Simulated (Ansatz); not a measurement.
CH₃, charge -1, singlet, geometry from GFN2-xTB (a gas-phase anion, which may not be bound at this level); SVWN5/6-31G (Ansatz, a first-principles code).

Here is a job for Ansatz.
Ansatz 0.2 input:
```yaml
crystal:
  periodic: [false, false, false]
  atoms:
    - {symbol: C, position_ang: [0.09443537, 0.09844229, 0.10070566]}
    - {symbol: H, position_ang: [-0.62720871, -0.62142525, 0.62463322]}
    - {symbol: H, position_ang: [0.66399153, -0.60849894, -0.59880803]}
    - {symbol: H, position_ang: [-0.60339501, 0.63927042, -0.63005917]}
basis:
  gaussian:
    orbitals: 6-31G
    occupation: {up: {"A'": 3, "A''": 2}, down: {"A'": 3, "A''": 2}}
hamiltonian:
  xc: {name: SVWN5}
total_charge: -1
```

Problem. Write the output that Ansatz gives for this input, abridged.

Solution. 
```
Functional definition: SVWN5
the irreps are read with x along [-0.013, 0.012, 1.000], y along [0.702, 0.713, -0.000] and z along [-0.712, 0.701, -0.018] of the geometry given
223 factors; integrals over basis functions are off by at most 2.6e-4 eV
mean field evaluation 1: about -1054.4746 eV, gradient 1.3e1 eV
mean field evaluation 2: about -1055.1512 eV, gradient 6.3e-1 eV
mean field evaluation 4: about -1055.1465 eV, gradient 3.6e-2 eV
mean field evaluation 8: about -1055.1465 eV, gradient 8.3e-7 eV
a density is far from that of the atoms, so the factors are made again for it
247 factors; integrals over basis functions are off by at most 2.6e-5 eV
mean field -1055.14611104 eV, -38.7759043771 hartree, gradient 4.9e-6 eV, S^2 0.000000; 0 other end points of the search recorded, 0 dependent functions left out
reference -1055.14612761 eV, -38.7759049859 hartree; 5, 5 occupied and 10, 10 virtual orbitals, 247 factors
Total energy: -1055.14612761 eV, -38.7759049859 hartree
```
